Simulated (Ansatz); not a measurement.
Job for Ansatz (a quantum-chemistry and plane-wave program): U-CCSD(T)/def2-TZVPP on TiN, 2S+1 = 4, a spin state set in the input, which need not be the lowest, a point of a bond scan (R = 1.645 Å).

Ansatz 0.2 input:
```yaml
crystal:
  periodic: [false, false, false]
  atoms:
    - {symbol: Ti, position_ang: [0.00000000, 0.00000000, 0.00000000]}
    - {symbol: N, position_ang: [0.00000000, 0.00000000, 1.64461400]}
basis:
  gaussian:
    orbitals: def2-TZVPP
magnetization: {spin_polarized: true, initial_magnetization: 3}
correlation: {method: ccsd_t, electrons: valence}
output: {orbitals: {seedname: ./end}}
```

Program output:

```
WARN ansatz: RAYON_NUM_THREADS=1 ignored (pool sized by the plan → 1); use --threads N
Functional definition: HF
integrals: 0.15 GiB planned
638 factors; integrals over basis functions are off by at most 1.3e-3 eV
mean field: 0.21 GiB planned
mean field evaluation 1: about -24560.3731 eV, gradient 3.1e1 eV
mean field evaluation 2: about -24560.3800 eV, gradient 3.1e1 eV
mean field evaluation 4: about -24565.3798 eV, gradient 4.0e0 eV
mean field evaluation 8: about -24565.6228 eV, gradient 3.4e-1 eV
mean field evaluation 16: about -24565.6387 eV, gradient 7.1e-4 eV
mean field evaluation 32: about -24563.6979 eV, gradient 3.7e-1 eV
mean field evaluation 64: about -24565.6387 eV, gradient 1.7e-4 eV
mean field evaluation 96: about -24565.0236 eV, gradient 3.8e0 eV
mean field evaluation 128: about -24565.4678 eV, gradient 8.1e-1 eV
mean field evaluation 160: about -24565.5405 eV, gradient 4.2e-1 eV
mean field evaluation 192: about -24565.5649 eV, gradient 4.3e-1 eV
mean field evaluation 224: about -24562.7659 eV, gradient 6.6e0 eV
mean field evaluation 256: about -24564.3007 eV, gradient 1.1e-1 eV
mean field evaluation 288: about -24564.4242 eV, gradient 2.4e0 eV
mean field evaluation 320: about -24565.4705 eV, gradient 8.1e-1 eV
mean field evaluation 352: about -24563.9155 eV, gradient 2.6e-2 eV
mean field evaluation 384: about -24559.0451 eV, gradient 1.7e1 eV
mean field evaluation 416: about -24564.1735 eV, gradient 8.5e-3 eV
mean field evaluation 448: about -24563.3163 eV, gradient 8.0e-1 eV
mean field evaluation 480: about -24563.3380 eV, gradient 3.3e0 eV
mean field evaluation 512: about -24564.1084 eV, gradient 1.3e0 eV
mean field evaluation 544: about -24564.2758 eV, gradient 4.1e-2 eV
mean field evaluation 576: about -24563.8715 eV, gradient 5.8e0 eV
mean field evaluation 608: about -24563.8546 eV, gradient 1.0e-1 eV
mean field evaluation 640: about -24563.5607 eV, gradient 8.0e-4 eV
mean field evaluation 672: about -24563.3968 eV, gradient 6.4e-1 eV
mean field evaluation 704: about -24563.6858 eV, gradient 3.7e0 eV
mean field evaluation 736: about -24563.4530 eV, gradient 3.7e0 eV
mean field evaluation 768: about -24563.5095 eV, gradient 2.8e-1 eV
mean field evaluation 800: about -24563.9728 eV, gradient 1.1e-4 eV
mean field evaluation 832: about -24563.7014 eV, gradient 2.7e-1 eV
mean field evaluation 864: about -24563.7051 eV, gradient 1.8e-3 eV
mean field evaluation 896: about -24563.8342 eV, gradient 2.7e-1 eV
mean field evaluation 928: about -24563.1046 eV, gradient 1.3e1 eV
mean field evaluation 960: about -24563.7179 eV, gradient 6.3e-1 eV
mean field evaluation 992: about -24563.8546 eV, gradient 6.4e-2 eV
mean field evaluation 1024: about -24563.9306 eV, gradient 3.0e-1 eV
mean field evaluation 1056: about -24563.8542 eV, gradient 1.8e-2 eV
mean field evaluation 1088: about -24563.8036 eV, gradient 5.3e-2 eV
mean field evaluation 1120: about -24563.6274 eV, gradient 1.4e0 eV
mean field evaluation 1152: about -24563.3013 eV, gradient 1.1e0 eV
mean field evaluation 1184: about -24563.4651 eV, gradient 6.2e-1 eV
mean field evaluation 1216: about -24563.5052 eV, gradient 5.6e-1 eV
mean field evaluation 1248: about -24563.4342 eV, gradient 5.3e-2 eV
mean field evaluation 1280: about -24563.5709 eV, gradient 8.5e-1 eV
mean field evaluation 1312: about -24565.5183 eV, gradient 1.5e0 eV
mean field evaluation 1344: about -24565.4556 eV, gradient 8.4e-2 eV
mean field evaluation 1376: about -24563.8559 eV, gradient 5.5e-4 eV
mean field evaluation 1408: about -24563.7156 eV, gradient 2.8e-1 eV
mean field evaluation 1440: about -24562.7888 eV, gradient 9.8e-2 eV
mean field evaluation 1472: about -24562.7940 eV, gradient 8.7e-2 eV
mean field evaluation 1504: about -24564.2516 eV, gradient 1.1e-1 eV
mean field evaluation 1536: about -24563.5538 eV, gradient 1.2e-1 eV
mean field -24565.63871147 eV, -902.7705714584 hartree, gradient 5.2e-6 eV, S^2 3.766741; 45 other end points of the search recorded, 0 dependent functions left out
determinant -24565.63871147 eV, -902.7705714584 hartree, with singles and doubles -24580.42212960 eV, -903.3138520544 hartree
determinant -24565.46046412 eV, -902.7640209894 hartree, with singles and doubles -24580.12048872 eV, -903.3027669562 hartree
determinant -24565.45758281 eV, -902.7639151031 hartree, with singles and doubles -24580.11604027 eV, -903.3026034789 hartree
determinant -24564.30124787 eV, -902.7214205777 hartree, with singles and doubles -24577.69455092 eV, -903.2136153867 hartree
determinant -24564.27593399 eV, -902.7204903098 hartree, with singles and doubles -24577.67559525 eV, -903.2129187787 hartree
determinant -24564.26061956 eV, -902.7199275150 hartree, with singles and doubles -24579.48461507 eV, -903.2793990309 hartree
determinant -24564.17355704 eV, -902.7167280265 hartree, with singles and doubles -24578.95982901 eV, -903.2601134988 hartree
determinant -24563.97278767 eV, -902.7093498880 hartree, with singles and doubles -24578.88980500 eV, -903.2575401638 hartree
determinant -24563.95687601 eV, -902.7087651452 hartree, with singles and doubles -24578.65528897 eV, -903.2489218586 hartree
determinant -24563.91553290 eV, -902.7072458142 hartree, with singles and doubles -24578.64796090 eV, -903.2486525570 hartree
determinant -24563.86842898 eV, -902.7055147770 hartree, with singles and doubles -24576.81995119 eV, -903.1814744395 hartree
determinant -24563.85692816 eV, -902.7050921295 hartree, with singles and doubles -24577.61661970 eV, -903.2107514672 hartree
determinant -24563.85593651 eV, -902.7050556874 hartree, with singles and doubles -24577.39883625 eV, -903.2027480731 hartree
determinant -24563.85415141 eV, -902.7049900861 hartree, with singles and doubles -24577.16971409 eV, -903.1943279888 hartree
determinant -24563.84005386 eV, -902.7044720105 hartree, with singles and doubles -24577.60647124 eV, -903.2103785182 hartree
determinant -24563.80364470 eV, -902.7031339987 hartree, with singles and doubles -24576.81262270 eV, -903.1812051223 hartree
determinant -24563.71879292 eV, -902.7000157531 hartree, with singles and doubles -24578.30680613 eV, -903.2361153505 hartree
determinant -24563.70511242 eV, -902.6995130042 hartree, with singles and doubles -24576.86269162 eV, -903.1830451214 hartree
determinant -24563.69048068 eV, -902.6989752976 hartree, with singles and doubles -24576.85586550 eV, -903.1827942660 hartree
determinant -24563.66815479 eV, -902.6981548362 hartree, with singles and doubles -24576.63676690 eV, -903.1747425407 hartree
determinant -24563.59964193 eV, -902.6956370350 hartree, with singles and doubles -24578.54853318 eV, -903.2449986557 hartree
determinant -24563.56069545 eV, -902.6942057785 hartree, with singles and doubles -24578.35401638 eV, -903.2378502954 hartree
determinant -24563.52792945 eV, -902.6930016501 hartree, with singles and doubles -24576.81619417 eV, -903.1813363714 hartree
determinant -24563.51156665 eV, -902.6924003284 hartree, with singles and doubles -24578.21208651 eV, -903.2326344686 hartree
determinant -24563.45333462 eV, -902.6902603407 hartree, with singles and doubles -24578.16569599 eV, -903.2309296487 hartree
determinant -24563.43437818 eV, -902.6895637044 hartree, with singles and doubles -24576.58692951 eV, -903.1729110505 hartree
determinant -24563.42743108 eV, -902.6893084031 hartree, with singles and doubles -24578.19541158 eV, -903.2320216762 hartree
determinant -24563.40993863 eV, -902.6886655673 hartree, with singles and doubles -24576.42745650 eV, -903.1670505254 hartree
determinant -24563.40225292 eV, -902.6883831226 hartree, with singles and doubles -24576.66088232 eV, -903.1756287661 hartree
determinant -24563.35222452 eV, -902.6865446130 hartree, with singles and doubles -24576.57132127 eV, -903.1723374583 hartree
determinant -24563.29979486 eV, -902.6846178586 hartree, with singles and doubles -24576.72083608 eV, -903.1778320262 hartree
determinant -24563.05445633 eV, -902.6756018336 hartree, with singles and doubles -24575.95632256 eV, -903.1497366724 hartree
determinant -24565.63871147 eV, -902.7705714584 hartree, with singles and doubles -24580.41994531 eV, -903.3137717829 hartree
determinant -24565.46046412 eV, -902.7640209894 hartree, with singles and doubles -24580.13057595 eV, -903.3031376553 hartree
determinant -24565.45758281 eV, -902.7639151031 hartree, with singles and doubles -24580.12802311 eV, -903.3030438400 hartree
6 core orbitals not correlated
reference -24565.63871147 eV, -902.7705714584 hartree; 10, 7 occupied and 79, 82 virtual orbitals, 638 factors
second order -14.51467939 eV of doubles, -0.00000000 eV of singles
coupled cluster: 0.46 GiB planned
cycle   1  -14.78124204 eV  change   -8.2e-6 eV  update   4.2e-6
perturbative correction -0.94871286 eV, -0.0348645544 hartree
Total energy: -24581.36866636 eV, -903.3486366387 hartree
```

The calculation finished and met its thresholds.

Cost: very roughly 3 core-minutes.
